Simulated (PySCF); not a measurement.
A structure optimised at PBE-D3(BJ)/def2-SVP, used in a PySCF frequency run:

```xyz
9

Si    -0.0154    -0.2852     0.5006
C      1.7424    -0.8276     0.1475
O     -1.1558    -1.4425     0.1007
Cl    -0.3472     1.4722    -0.5905
H     -0.2595     0.0047     1.9450
H      1.9758    -1.7666     0.6900
H      2.4600    -0.0468     0.4715
H      1.8973    -0.9994    -0.9371
H     -1.1638    -1.7226    -0.8313
```
Charge 0, spin multiplicity 1.

Question: Write its SMILES and formula.

Answer: C[SiH](O)Cl, CH5ClOSi

Question: What are its rotational constants (standard atomic weights)?

Answer: 5.7767, 3.2433, 2.3296 GHz
